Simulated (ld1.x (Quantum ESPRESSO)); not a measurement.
## B: one change to an ultrasoft potential, before and after

B (Z = 5), ultrasoft, made with ld1.x (Quantum ESPRESSO) 7.5 (PBE, scalar-relativistic). Core [He], reference 2s2 2p1. Waves: 2s (bound): rcut 1.25, rcutus 1.50 bohr; 2s channel at 0.15 Ry: rcut 1.25, rcutus 1.50 bohr; 2p (bound): rcut 2.10, rcutus 2.80 bohr; 2p channel at 0.15 Ry: rcut 2.10, rcutus 2.80 bohr. Local part: all-electron potential smoothed inside 1.65 bohr (lloc = -1). Core correction: a·sin(br)/r model core inside 1.55 bohr. Augmentation charge: PSQ, inside the norm-conserving radii.

Change: augmentation built from norm-conserving waves at rcut, not smoothed further.

Cutoffs: the cutoffs (Ry, on a coarse ladder) from which the occupation-weighted sum of valence levels, in a spherical-Bessel basis at the reference potential, stays within 10 and 1 mRy of its value at 400 Ry; they do not see the model core or the augmentation charge, which bear on the density cutoff. Errors are all-electron minus pseudo energies relative to the spin-unpolarised reference configuration.

**Question.** How do hardness, ghosts and transferability respond?

**Answer.** Both files are so soft that the ladder of cutoffs tells neither apart; of the 7 tests that both files solve, the error grows in 5 and shrinks in 0 by more than 15 % and 0.3 meV (median size 3.1 → 3.9 meV); neither file shows a bound ghost.

```csv
quantity,base,changed
"cutoff, loose",6 Ry,6 Ry
"cutoff, tight",12 Ry,12 Ry
bound ghosts,none,none
"error for 2s2 2p0, meV [ΔE 8.22 eV]",+24,+31
"error for 2s1 2p0, meV [ΔE 33.64 eV]",+95,+116
"error for 2s2 2p0.5, meV [ΔE 2.89 eV]",+3.1,+3.9
"error for 2s2 2p1.3, meV [ΔE -0.74 eV]",+0.3,+0.4
"error for 2s1 2p2, meV [ΔE 5.85 eV]",0.0,+2.0
"error for 2s0 2p3, meV [ΔE 11.72 eV]",-1.7,+1.9
"error for 2s1 2p1, meV [ΔE 14.36 eV]",-4.9,-8.7
s: phases at 3.03 bohr within 0.05 rad from the reference energy up to (Ry; the scan ends near 5),to the end of the scan,to the end of the scan
p: phases at 3.03 bohr within 0.05 rad from the reference energy up to (Ry; the scan ends near 5),to the end of the scan,to the end of the scan
lowest overlap eigenvalue by channel,"s 0.55, p 1.00","s 0.51, p 1.00"
```
